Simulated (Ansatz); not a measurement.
`F[CH]([GaH2])B[SiH3]` and `F[CH]([GaH2])[SiH2]Cl` differ in one atom or group.

Ansatz, PBE0-D4/def2-TZVP geometries, multiplicity 1. Each molecule was computed in one conformer, which needn't be the lowest.

Scalar relativity is left out up to krypton.

```json
{"property": "LUMO energy (PBE0/def2-TZVPP) / eV", "`F[CH]([GaH2])B[SiH3]`": "-1.46"}
{"property": "HOMO–LUMO gap (PBE/def2-TZVPP) / eV", "`F[CH]([GaH2])B[SiH3]`": "4.12"}
{"property": "size of the dipole moment (PBE/def2-TZVPP) / D", "`F[CH]([GaH2])B[SiH3]`": "0.47"}
{"property": "LUMO energy (PBE/def2-TZVPP) / eV", "`F[CH]([GaH2])B[SiH3]`": "-2.28"}
{"property": "HOMO–LUMO gap (B3LYP/def2-TZVPP) / eV", "`F[CH]([GaH2])B[SiH3]`": "5.63"}
{"property": "LUMO energy (ωB97M-V/def2-TZVPP) / eV", "`F[CH]([GaH2])B[SiH3]`": "0.39"}
```

(1) Give the same properties after the change, and the shifts. (Estimate.)

Results:

(1) Ansatz gave: 
```tsv
property	`F[CH]([GaH2])[SiH2]Cl`	shift
LUMO energy (PBE0/def2-TZVPP) / eV	-2.05	-0.59
HOMO–LUMO gap (PBE/def2-TZVPP) / eV	3.69	-0.43
size of the dipole moment (PBE/def2-TZVPP) / D	1.98	1.51
LUMO energy (PBE/def2-TZVPP) / eV	-2.84	-0.56
HOMO–LUMO gap (B3LYP/def2-TZVPP) / eV	5.31	-0.32
LUMO energy (ωB97M-V/def2-TZVPP) / eV	-0.36	-0.75
```

With PBE0 the HOMO falls by 0.37 eV and the LUMO falls by 0.59 eV, so the gap narrows by about 0.22 eV. PBE moves the HOMO by -0.15 eV and ωB97M-V by -0.46 eV. Dipoles are sizes alone; their direction can turn.

B3LYP here is the variant with VWN-RPA as its local correlation; programs differ in this.
